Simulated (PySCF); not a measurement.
A calculated (BLYP, PySCF 2.14, ANO-RCC-VTZP, the spin-free X2C one-electron Hamiltonian (Gaussian nucleus)) atom or ion has these occupied shells.

| shell | electrons | orbital energy (eV) | rms radius, mean of both spins (bohr) |
| --- | --- | --- | --- |
| 1s β | 1 | -65087.9 | 0.0215 |
| 1s α | 1 | -65087.9 | 0.0215 |
| 2s α | 1 | -11145.9 | 0.0869 |
| 2s β | 1 | -11145.9 | 0.0869 |
| 2p α | 3 | -9820.9 | 0.0788 |
| 2p β | 3 | -9820.8 | 0.0788 |
| 3s α | 1 | -2552.2 | 0.223 |
| 3s β | 1 | -2552.2 | 0.223 |
| 3p α | 3 | -2154.1 | 0.224 |
| 3p β | 3 | -2154.1 | 0.224 |
| 3d α | 5 | -1668.3 | 0.205 |
| 3d β | 5 | -1668.3 | 0.205 |
| 4s α | 1 | -525.69 | 0.498 |
| 4s β | 1 | -525.65 | 0.498 |
| 4p α | 3 | -394.35 | 0.530 |
| 4p β | 3 | -394.31 | 0.530 |
| 4d α | 5 | -221.05 | 0.577 |
| 4d β | 5 | -221.00 | 0.577 |
| 5s α | 1 | -81.982 | 1.21 |
| 5s β | 1 | -81.306 | 1.21 |
| 5p α | 3 | -50.976 | 1.43 |
| 5p β | 3 | -50.070 | 1.43 |
| 4f α | 7 | -31.814 | 0.775 |
| 4f β | 7 | -31.643 | 0.775 |
| 5d α | 2 | -17.566 | 2.32 |

Problem. Name the element and its charge.

Solution. Hf²⁺ (hafnium, charge +2), in [Xe] 4f14 5d2, high-spin 3F determinant.
